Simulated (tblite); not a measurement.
Record of a relaxation.

Species: C6H10BNO2.
Numbering: `[CH3:1][C@H:2]([O:3][B:4]([OH:5])[C:6]#[N:7])[CH:8]1[CH2:9][CH2:10]1` (hydrogens: H11, H12, H13 on C1; H14 on C2; H15 on O5; H16 on C8; H17, H18 on C9; H19, H20 on C10)

Computed with GFN2-xTB (tblite), gas phase: L-BFGS steps from a force-field or distance-geometry start until the largest atomic force falls under 0.01 eV/Å. 8 of its 147 geometries are shown.

Step 0: E = -821.8549 eV, largest atomic force 4.175 eV/Å
```
atom  x, y, z in Å  |  force x, y, z in eV/Å
C1      0.198    2.203    0.107   -0.879   1.869  -0.022
C2     -0.012    0.716   -0.048    1.791   0.919   0.365
O3     -0.935    0.348    0.916   -3.742  -1.512  -1.070
B4     -2.181   -0.180    0.388    1.402  -1.988   3.279
O5     -2.969   -1.004    1.328    2.160   1.379  -1.317
C6     -2.270   -0.514   -1.104   -0.929  -0.032  -3.432
N7     -2.344   -0.747   -2.254    0.289   0.500   3.289
C8      1.257   -0.058    0.298   -0.492  -0.238  -0.004
C9      1.077   -1.563    0.154   -0.062   0.279  -0.095
C10     2.002   -0.791   -0.764    1.667  -1.044   0.977
H11     0.987    2.443    0.832   -0.113  -0.011  -0.540
H12     0.321    2.711   -0.876    0.386  -0.363   0.810
H13    -0.747    2.645    0.536    0.783  -0.374  -0.364
H14    -0.322    0.539   -1.072   -0.175  -0.435  -0.167
H15    -2.360   -1.293    2.042   -0.863   0.613  -0.494
H16     1.787    0.341    1.196   -0.451  -0.498  -0.884
H17     0.153   -1.928   -0.353    0.756   0.232   0.961
H18     1.489   -2.129    1.011   -0.378  -0.010  -1.056
H19     3.080   -1.023   -0.516   -1.106   0.643  -0.655
H20     1.784   -0.704   -1.824   -0.044   0.069   0.419
```

Step 21: E = -823.1316 eV, largest atomic force 0.131 eV/Å
```
atom  x, y, z in Å  |  force x, y, z in eV/Å
C1      0.210    2.262    0.134    0.019  -0.052  -0.015
C2      0.013    0.752   -0.039    0.004  -0.035   0.030
O3     -1.044    0.312    0.814   -0.016  -0.074  -0.045
B4     -2.056   -0.474    0.386    0.015  -0.007  -0.060
O5     -2.851   -1.115    1.262    0.008   0.082   0.100
C6     -2.349   -0.641   -1.135   -0.014   0.060   0.034
N7     -2.524   -0.662   -2.269   -0.002  -0.079   0.050
C8      1.232   -0.082    0.323   -0.021   0.016  -0.074
C9      1.121   -1.573    0.156    0.007   0.043   0.040
C10     2.027   -0.789   -0.736    0.011   0.059   0.010
H11     0.996    2.484    0.851   -0.046  -0.032   0.036
H12     0.469    2.710   -0.820    0.047   0.027   0.031
H13    -0.720    2.704    0.488    0.045  -0.002  -0.042
H14    -0.266    0.544   -1.084   -0.009  -0.010   0.093
H15    -2.618   -0.987    2.185   -0.035   0.021  -0.110
H16     1.771    0.281    1.194   -0.086  -0.048  -0.087
H17     0.206   -1.959   -0.271    0.026  -0.012   0.029
H18     1.550   -2.208    0.916    0.017  -0.026  -0.005
H19     3.092   -0.879   -0.588    0.025   0.019  -0.030
H20     1.735   -0.670   -1.768    0.006   0.053   0.016
```

Step 42: E = -823.2276 eV, largest atomic force 0.121 eV/Å
```
atom  x, y, z in Å  |  force x, y, z in eV/Å
C1      0.254    2.164    0.215   -0.010   0.061   0.004
C2     -0.012    0.678   -0.025   -0.005   0.044   0.017
O3     -1.090    0.261    0.801    0.076  -0.047   0.081
B4     -2.183   -0.412    0.395    0.001   0.048   0.045
O5     -3.092   -0.814    1.304    0.043  -0.017   0.057
C6     -2.485   -0.754   -1.089    0.025  -0.036  -0.060
N7     -2.690   -1.020   -2.185    0.026   0.027   0.002
C8      1.234   -0.120    0.304   -0.006   0.002  -0.009
C9      1.291   -1.598    0.056   -0.033  -0.004   0.010
C10     2.073   -0.665   -0.811    0.002   0.004   0.007
H11     0.714    2.312    1.191   -0.057  -0.019  -0.040
H12     0.930    2.538   -0.552   -0.040   0.002   0.046
H13    -0.674    2.730    0.189    0.002  -0.024  -0.090
H14    -0.289    0.512   -1.077   -0.003   0.013   0.029
H15    -2.852   -0.616    2.210   -0.038   0.028  -0.013
H16     1.751    0.242    1.185   -0.008  -0.022   0.006
H17     0.419   -2.081   -0.357   -0.032  -0.010  -0.050
H18     1.829   -2.203    0.769   -0.016  -0.045   0.009
H19     3.146   -0.638   -0.706    0.027  -0.003  -0.023
H20     1.722   -0.505   -1.819    0.045  -0.001  -0.029
```

Step 63: E = -823.2609 eV, largest atomic force 0.061 eV/Å
```
atom  x, y, z in Å  |  force x, y, z in eV/Å
C1      0.211    2.156    0.199   -0.002  -0.028  -0.016
C2     -0.005    0.659   -0.011    0.014  -0.012  -0.002
O3     -1.052    0.240    0.859   -0.002   0.015   0.001
B4     -2.164   -0.409    0.465    0.009  -0.009   0.008
O5     -3.103   -0.754    1.366   -0.001  -0.005   0.009
C6     -2.425   -0.775   -1.022   -0.013   0.004  -0.059
N7     -2.573   -1.013   -2.134    0.005  -0.015   0.032
C8      1.247   -0.137    0.295    0.015  -0.004  -0.002
C9      1.279   -1.604   -0.019    0.002  -0.006  -0.007
C10     2.101   -0.650   -0.826    0.004  -0.011   0.001
H11     0.461    2.346    1.240   -0.001   0.010  -0.006
H12     1.020    2.510   -0.434    0.002  -0.026  -0.007
H13    -0.699    2.697   -0.048    0.006   0.024  -0.001
H14    -0.304    0.466   -1.052   -0.014   0.025   0.009
H15    -2.904   -0.502    2.268    0.019   0.001   0.004
H16     1.754    0.188    1.195   -0.022  -0.023   0.022
H17     0.406   -2.042   -0.481   -0.007   0.019  -0.012
H18     1.780   -2.266    0.670    0.001   0.007   0.005
H19     3.172   -0.653   -0.692   -0.008   0.016   0.001
H20     1.792   -0.447   -1.840   -0.008   0.018   0.021
```

Step 83: E = -823.2689 eV, largest atomic force 0.074 eV/Å
```
atom  x, y, z in Å  |  force x, y, z in eV/Å
C1      0.240    2.156    0.162   -0.003  -0.030   0.000
C2     -0.022    0.661   -0.002   -0.003  -0.015  -0.016
O3     -1.081    0.290    0.872    0.013  -0.010  -0.001
B4     -2.171   -0.405    0.492    0.006  -0.007   0.007
O5     -3.087   -0.761    1.411    0.005   0.009   0.031
C6     -2.419   -0.816   -0.986    0.003  -0.001   0.074
N7     -2.551   -1.106   -2.086   -0.014  -0.019  -0.069
C8      1.205   -0.165    0.324    0.014   0.016  -0.011
C9      1.256   -1.608   -0.086   -0.009   0.024   0.006
C10     2.105   -0.598   -0.793    0.016  -0.003  -0.013
H11     0.419    2.382    1.210    0.027   0.015   0.012
H12     1.108    2.447   -0.423   -0.002  -0.020   0.004
H13    -0.623    2.724   -0.175   -0.014   0.023   0.009
H14    -0.324    0.451   -1.037    0.008   0.011  -0.033
H15    -2.863   -0.489    2.303   -0.038  -0.005  -0.005
H16     1.669    0.099    1.267   -0.026   0.001   0.013
H17     0.406   -2.015   -0.613   -0.004   0.006   0.000
H18     1.734   -2.312    0.579   -0.011   0.012  -0.010
H19     3.170   -0.603   -0.625    0.021  -0.012   0.018
H20     1.824   -0.322   -1.797    0.011   0.004  -0.018
```

Step 104: E = -823.2757 eV, largest atomic force 0.046 eV/Å
```
atom  x, y, z in Å  |  force x, y, z in eV/Å
C1      0.271    2.158    0.138   -0.021   0.011   0.017
C2     -0.042    0.673   -0.020   -0.027   0.003   0.004
O3     -1.105    0.328    0.860   -0.005  -0.008   0.005
B4     -2.173   -0.419    0.518   -0.003  -0.015   0.010
O5     -3.076   -0.766    1.455   -0.001   0.016   0.016
C6     -2.426   -0.903   -0.937    0.019   0.012  -0.015
N7     -2.571   -1.234   -2.025    0.002  -0.008   0.018
C8      1.165   -0.175    0.322   -0.017   0.003   0.009
C9      1.232   -1.592   -0.161   -0.006  -0.022  -0.016
C10     2.137   -0.555   -0.751   -0.003  -0.008   0.005
H11     0.489    2.378    1.181   -0.004   0.000  -0.013
H12     1.139    2.403   -0.466   -0.008   0.042  -0.013
H13    -0.574    2.766   -0.178    0.025  -0.031   0.007
H14    -0.352    0.463   -1.053    0.037   0.014  -0.023
H15    -2.869   -0.454    2.337   -0.010   0.009  -0.005
H16     1.565    0.036    1.306   -0.002  -0.001   0.041
H17     0.413   -1.954   -0.765   -0.002  -0.011  -0.016
H18     1.651   -2.341    0.493    0.018   0.007  -0.004
H19     3.187   -0.582   -0.499   -0.003  -0.007  -0.019
H20     1.935   -0.222   -1.757    0.011  -0.005  -0.007
```

Step 125: E = -823.2800 eV, largest atomic force 0.033 eV/Å
```
atom  x, y, z in Å  |  force x, y, z in eV/Å
C1      0.277    2.155    0.141    0.006  -0.026   0.019
C2     -0.046    0.672   -0.026    0.014  -0.009  -0.010
O3     -1.117    0.347    0.851    0.009   0.009  -0.011
B4     -2.181   -0.417    0.538    0.010   0.013  -0.017
O5     -3.100   -0.693    1.482   -0.015   0.002   0.016
C6     -2.417   -0.989   -0.887    0.013  -0.007  -0.010
N7     -2.553   -1.390   -1.952    0.008   0.001   0.006
C8      1.143   -0.203    0.320    0.002   0.010   0.007
C9      1.230   -1.591   -0.241   -0.010   0.005   0.019
C10     2.165   -0.527   -0.726   -0.004   0.014  -0.007
H11     0.524    2.362    1.179    0.015   0.006   0.013
H12     1.124    2.418   -0.486   -0.012   0.005  -0.002
H13    -0.581    2.762   -0.140    0.012  -0.013  -0.011
H14    -0.345    0.474   -1.065   -0.022  -0.011  -0.001
H15    -2.904   -0.314    2.340   -0.010  -0.005   0.007
H16     1.495   -0.052    1.334   -0.011  -0.005   0.006
H17     0.445   -1.921   -0.905   -0.012   0.009  -0.005
H18     1.621   -2.374    0.389    0.009  -0.007   0.004
H19     3.201   -0.577   -0.429   -0.007   0.013  -0.009
H20     2.013   -0.133   -1.719    0.006  -0.005  -0.012
```

Step 146: E = -823.2814 eV, largest atomic force 0.009 eV/Å
```
atom  x, y, z in Å  |  force x, y, z in eV/Å
C1      0.288    2.145    0.146    0.001   0.008   0.001
C2     -0.051    0.665   -0.017   -0.004   0.006   0.001
O3     -1.125    0.356    0.862   -0.003  -0.001   0.000
B4     -2.188   -0.409    0.547   -0.005  -0.001   0.007
O5     -3.130   -0.660    1.476    0.001   0.002  -0.001
C6     -2.391   -1.016   -0.868    0.005  -0.008   0.000
N7     -2.495   -1.447   -1.925    0.001   0.000  -0.005
C8      1.135   -0.213    0.323   -0.004   0.002  -0.002
C9      1.233   -1.590   -0.263   -0.002  -0.003   0.001
C10     2.159   -0.510   -0.729    0.003   0.001  -0.002
H11     0.562    2.349    1.178    0.002  -0.001   0.003
H12     1.121    2.403   -0.502    0.006   0.000  -0.002
H13    -0.570    2.759   -0.115   -0.004  -0.003  -0.001
H14    -0.358    0.467   -1.054   -0.002   0.007   0.002
H15    -2.959   -0.265    2.331    0.004   0.000  -0.003
H16     1.483   -0.077    1.340    0.000   0.000   0.002
H17     0.449   -1.912   -0.933   -0.002  -0.001   0.002
H18     1.631   -2.381    0.353    0.001  -0.004   0.000
H19     3.196   -0.554   -0.435    0.006  -0.002   0.001
H20     2.004   -0.100   -1.716   -0.002  -0.001  -0.004
```

**Question.** Summarise the path.

**Answer.** The energy falls by 32.90 kcal/mol from step 0 to step 146; nine tenths of that is first reached at step 24. It falls at every step. The largest force goes from 4.175 to 0.009 eV/Å. Among the bonds B4–O5 changes most, from 1.478 to 1.347 Å; the atoms move by 0.576 Å rms after alignment.

**Question.** Follow the three bonds and two angles with the largest change from start to end.

**Answer.** 
| step | E above end (kcal/mol) | largest force (eV/Å) | B4–O5 (Å) | O3–B4 (Å) | C10–H19 (Å) | C2–O3–B4 (°) | C9–C10–H19 (°) |
| --- | --- | --- | --- | --- | --- | --- | --- |
| 0 | 32.90 | 4.175 | 1.478 | 1.453 | 1.130 | 114.5 | 110.2 |
| 6 | 8.06 | 0.892 | 1.345 | 1.339 | 1.076 | 121.4 | 116.8 |
| 13 | 4.57 | 0.324 | 1.346 | 1.348 | 1.078 | 123.6 | 118.8 |
| 19 | 3.59 | 0.141 | 1.346 | 1.351 | 1.080 | 123.2 | 118.0 |
| 25 | 3.23 | 0.146 | 1.345 | 1.347 | 1.079 | 123.1 | 118.4 |
| 32 | 2.44 | 0.271 | 1.346 | 1.347 | 1.077 | 122.8 | 118.8 |
| 38 | 1.54 | 0.564 | 1.348 | 1.350 | 1.079 | 125.1 | 118.7 |
| 44 | 1.15 | 0.118 | 1.347 | 1.347 | 1.080 | 126.4 | 118.8 |
| 51 | 0.72 | 0.134 | 1.346 | 1.347 | 1.079 | 124.2 | 119.2 |
| 57 | 0.57 | 0.106 | 1.346 | 1.347 | 1.078 | 124.4 | 119.1 |
| 63 | 0.47 | 0.061 | 1.346 | 1.347 | 1.080 | 124.8 | 118.4 |
| 70 | 0.42 | 0.032 | 1.346 | 1.346 | 1.080 | 124.9 | 118.6 |
| 76 | 0.37 | 0.062 | 1.347 | 1.347 | 1.078 | 125.0 | 118.9 |
| 83 | 0.29 | 0.074 | 1.346 | 1.347 | 1.078 | 124.3 | 119.0 |
| 89 | 0.23 | 0.070 | 1.346 | 1.347 | 1.080 | 124.3 | 118.7 |
| 95 | 0.19 | 0.040 | 1.346 | 1.348 | 1.079 | 124.6 | 118.7 |
| 102 | 0.15 | 0.035 | 1.346 | 1.348 | 1.079 | 124.6 | 118.4 |
| 108 | 0.10 | 0.038 | 1.346 | 1.347 | 1.079 | 125.0 | 118.9 |
| 114 | 0.06 | 0.031 | 1.347 | 1.346 | 1.079 | 125.6 | 118.7 |
| 121 | 0.04 | 0.022 | 1.347 | 1.347 | 1.079 | 125.7 | 118.5 |
| 127 | 0.02 | 0.028 | 1.347 | 1.347 | 1.079 | 125.4 | 118.5 |
| 133 | 0.01 | 0.030 | 1.346 | 1.347 | 1.079 | 125.3 | 118.5 |
| 140 | 0.00 | 0.018 | 1.347 | 1.347 | 1.079 | 125.2 | 118.7 |
| 146 | 0.00 | 0.009 | 1.347 | 1.347 | 1.079 | 125.1 | 118.7 |

The cost below is that of the whole relaxation. Hardware: Arm Neoverse N1, one thread, no GPU, on a shared host. Cost: 1.9 s.
